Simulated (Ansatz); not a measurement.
Geometry optimisation, RHF/def2-SVP in Ansatz.

The input (input.yaml):

```yaml
crystal:
  periodic: [false, false, false]
  atoms:
    - { symbol: Ge, position_ang: [0.0, 0.0, 0.0] }
    - { symbol: Cl, position_ang: [0.0, 0.0, 2.57] }
    - { symbol: O, position_ang: [1.6691, 0.0, -0.5894] }
    - { symbol: H, position_ang: [1.9855, -0.9521, -0.7061] }
    - { symbol: Cl, position_ang: [-1.0456, 1.8115, -0.7393] }
    - { symbol: Ge, position_ang: [-1.1304, -1.9584, -0.7992] }
    - { symbol: H, position_ang: [-1.8281, -2.673, 0.3861] }
    - { symbol: H, position_ang: [-2.1918, -1.5497, -1.8522] }
    - { symbol: H, position_ang: [-0.1029, -2.92, -1.4487] }
    - { symbol: H, position_ang: [-1.7556, 0.0, 0.5833] }
    - { symbol: H, position_ang: [-1.4971, 0.0, 1.5533] }
basis:
  gaussian: { orbitals: def2-SVP }
hamiltonian:
  xc: hf
relax:
  f_tol: 0.15
  max_steps: 25
  restrain:
    - { distance: [0, 9], at: 2.75, k: 30.0 }
    - { distance: [10, 1], at: 2.57, k: 30.0 }
    - { distance: [0, 1], at: 2.22, k: 30.0 }
    - { distance: [10, 9], at: 0.66, k: 30.0 }
output:
  orbitals: {}
```

Run as:

```bash
$ ansatz run input.yaml --threads 4 --pin off --max-ram 5120MiB --backend cpu --events-out ev --progress --plain --runs-dir out
```

Problem. Where does it end, and by what steps?

Solution. It converged. The restraints hold the end off the free minimum; the threshold counts their pulls, which the force column leaves out. Restrained pairs: Ge1–H10 (1.85 → 2.76 Å), Cl2–H11 (1.81 → 2.58 Å), Ge1–Cl2 (2.57 → 2.20 Å), H10–H11 (1.00 → 0.71 Å). After 19 steps the energy has fallen by 3.544 eV (the restraints' own energy left out); H4 moved furthest, 1.20 Å.

| step | energy less start (eV) | largest force component (eV/Å) | accepted |
| --- | --- | --- | --- |
| 0 | 0.0000 | 4.481 | yes |
| 1 | -1.4472 | 2.214 | yes |
| 2 | -1.9446 | 4.744 | yes |
| 3 | -2.5360 | 4.225 | yes |
| 4 | -3.2214 | 2.028 | yes |
| 5 | -3.3824 | 0.836 | yes |
| 6 | -3.3622 | 0.681 | no |
| 7 | -3.3988 | 1.180 | yes |
| 8 | -3.4094 | 1.244 | yes |
| 9 | -3.4208 | 1.252 | yes |
| 10 | -3.4085 | 1.305 | no |
| 11 | -3.4241 | 1.284 | yes |
| 12 | -3.4275 | 1.246 | yes |
| 13 | -3.4459 | 1.277 | yes |
| 14 | -3.4715 | 1.295 | yes |
| 15 | -3.5157 | 1.271 | yes |
| 16 | -3.5162 | 1.275 | yes |
| 17 | -3.2866 | 2.777 | no |
| 18 | -3.5321 | 1.290 | yes |
| 19 | -3.5444 | 1.297 | yes |

```xyz
11
Properties=species:S:1:pos:R:3
Ge 0.168 -0.218 -0.078
Cl 0.344 -0.062 2.113
O 1.801 -0.470 -0.647
H 2.495 0.024 -0.230
Cl -0.469 1.726 -0.776
Ge -1.222 -2.088 -0.837
H -1.619 -2.904 0.393
H -2.457 -1.527 -1.541
H -0.377 -2.923 -1.798
H -2.401 0.181 0.856
H -2.161 0.017 1.504
```

Time of the run: 45 s on 4 threads of Arm Neoverse V2, with other jobs on the host, peak memory 0.43 GiB.
